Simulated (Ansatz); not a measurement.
C2H8S2Si can be A, `CS[SiH](C)S`, or B, `C[Si](C)(S)S`.

Computed with Ansatz on PBE0-D4/def2-TZVP structures; ΔE is electronic, products minus reactants. CCSD(T)/CBS adds triple-zeta CCSD(T) − MP2 to the extrapolated MP2 energy (def2 sets, frozen cores). Functionals use def2-TZVPP. B3LYP here is the variant with VWN-RPA as its local correlation; programs differ in this. One conformer a species, not always the lowest.

**Question.** Which isomer does CCSD(T)/CBS put lower? Give the gap. (An estimate is asked.)

**Answer.** Ansatz gave: B, by 58.2 kJ/mol.

**Question.** Give E(B) − E(A) in kJ/mol with CCSD(T)/def2-TZVPP, LDA (SPW92), CCSD(T)/def2-SVP, HF/def2-TZVPP, B3LYP, r2SCAN-D4, PBE0-D4. (Estimate.)

**Answer.** The calculation gave: CCSD(T)/def2-TZVPP -59.3, LDA (SPW92) -57.0, CCSD(T)/def2-SVP -54.8, HF/def2-TZVPP -55.3, B3LYP -54.7, r2SCAN-D4 -58.9, PBE0-D4 -56.5. None reverses the order clearly.

**Question.** Does the order hold for the free energy at 298.15 K (harmonic terms from PBE0-D4)? (Best estimate.)

**Answer.** Ansatz gave: Yes: G(B) − G(A) = -61.6 kJ/mol, for one conformer each.

Largest T1 diagnostic: 0.011.

At CCSD(T), def2-SVP lies +3.4 kJ/mol from the extrapolated value and def2-TZVPP −1.2 kJ/mol. From BLYP to BHLYP (50 % exact exchange), in def2-TZVPP and without D4, E(B) − E(A) moves by −4.0 kJ/mol.
